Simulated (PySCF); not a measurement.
Species: ReO3H (singlet state).
Geometry (PBE0-D3(BJ)/def2-SVP, Å), atoms numbered from 1 in this order:
```xyz
5
HO3Re angstrom
Re     0.0474    0.0318    0.0114
O     -0.0340   -0.1086    1.6977
O      1.6229   -0.0991   -0.5977
O     -0.7986    1.3697   -0.5928
H     -0.7630   -1.3042   -0.5807
```

Method used: PBE0-D3(BJ)/def2-SVP geometry optimisation, gas phase, def2 core potentials past Kr in PySCF.

(1) Which atoms are bound to Re1, and at what distances?

(2) List the angles at Re1.

(3) What is the shape at Re1?

(4) What are the rotational constants (commonest isotopes, rigid rotor)?

Answers

(1) 4 atoms: H5 1.671 Å, O2 1.694 Å, O3 1.694 Å, O4 1.694 Å.

(2) 
| angle | degrees | distance of the outer atoms (Å) |
| --- | --- | --- |
| O3–Re1–O4 | 113.4 | 2.83 |
| O2–Re1–O4 | 113.4 | 2.83 |
| O2–Re1–O3 | 113.3 | 2.83 |
| O2–Re1–H5 | 105.3 | 2.67 |
| O4–Re1–H5 | 105.2 | 2.67 |
| O3–Re1–H5 | 105.2 | 2.67 |

(3) Distorted tetrahedral: angles from 105.2° to 113.4°; τ4 = (360° − α − β)/141° = 0.95 with α and β the two widest (0 for a square, 1 for a tetrahedron).

(4) A = 6760, B = 6755, C = 3941 MHz: an oblate symmetric top.

Point group: C3v (tolerance 0.08 Å). Charge 0, singlet. Not checked by PBE0-D3(BJ)/def2-SVP frequencies.
